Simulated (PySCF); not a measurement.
Species: C4H13GeNO.
Cartesian coordinates in Å at the PBE0-D3(BJ)/def2-SVP level; atoms count from 1:
```xyz
20
C4H13GeNO angstrom
C      3.145   -0.642   -0.691
O      1.960   -0.323   -0.029
C      1.381    0.874   -0.471
Ge    -0.270    1.210    0.537
N     -1.546    0.033   -0.064
C     -1.229   -1.374   -0.071
C     -2.936    0.313    0.176
H      3.919    0.137   -0.545
H      2.989   -0.767   -1.781
H      3.519   -1.590   -0.278
H      2.072    1.732   -0.335
H      1.132    0.831   -1.552
H     -0.805    2.622    0.223
H      0.030    1.089    2.054
H     -0.151   -1.525   -0.234
H     -1.772   -1.890   -0.886
H     -1.499   -1.889    0.876
H     -3.301   -0.043    1.164
H     -3.134    1.395    0.118
H     -3.566   -0.175   -0.592
```

Method used: TDDFT CAM-B3LYP/def2-SVPD, vertical, gas phase, core orbitals frozen in the response in PySCF 2.14.0, density-fitted response routines. The CAM-B3LYP/def2-SVPD calculation is non-relativistic and has no spin–orbit coupling, an omission that weighs most on germanium.

Frontier orbitals with the atoms that hold most of them (Löwdin shares over 4%, at most four atoms; ? is withheld):

```tsv
orbital	ε (eV)	atoms
HOMO-3	-10.62	Ge4 30%, H13 27%, N5 13%, C6 10%
HOMO-2	-9.70	C3 29%, O2 22%, Ge4 18%, N5 6%
HOMO-1	-9.11	?
HOMO	?	N5 55%, C7 9%, C6 9%, Ge4 7%
LUMO	1.22	?
LUMO+1	1.43	Ge4 17%, C7 14%, C1 11%, H13 7%
LUMO+2	1.66	Ge4 22%, H14 9%, C1 9%, C6 8%
```

Task: Which atoms hold the LUMO, and with what shares?

Result: Ge4 (bonded to C, N and 2 H) 28%; C1 (bonded to O and 3 H) 11%; C3 (bonded to Ge, O and 2 H) 10%; H11 (bonded to C) 7%. By element: germanium 28%, carbon 20% or more, hydrogen 7% or more.

Task: Give the leading atoms of the HOMO-1.

Result: O2 (bonded to 2 C) 57%; C3 (bonded to Ge, O and 2 H) 10%; C1 (bonded to O and 3 H) 10%; H12 (bonded to C) 5%. By element: oxygen 57%, carbon 20% or more, hydrogen 5% or more.

Task: What is the HOMO energy, and the HOMO–LUMO gap?

Result: ε(HOMO) = -7.34 eV; the gap is 8.56 eV (0.3146 hartree).

Task: The HOMO–LUMO gap is 8.56 eV. Where does the response calculation put the lowest singlet, and from which orbitals?

Result: S1 is at 5.69 eV (f = 0.015), 2.87 eV below the gap, made of HOMO→LUMO+1 (49%), HOMO→LUMO+2 (23%), HOMO→LUMO (20%). Its leading pair isn't HOMO and LUMO; the energies of that pair differ by 8.77 eV. 

Next come S2 at 6.13 eV (f 0.049), HOMO→LUMO (60%), HOMO→LUMO+2 (18%); S3 at 6.35 eV (f 0.030), HOMO→LUMO+3 (45%), HOMO→LUMO+1 (25%), HOMO→LUMO+2 (18%); S4 at 6.72 eV (f 0.0027), HOMO→LUMO+4 (53%), HOMO→LUMO+2 (23%); S5 at 7.03 eV (f 0.013), HOMO→LUMO+5 (62%), HOMO→LUMO+6 (16%).

One conformer stands for the species.
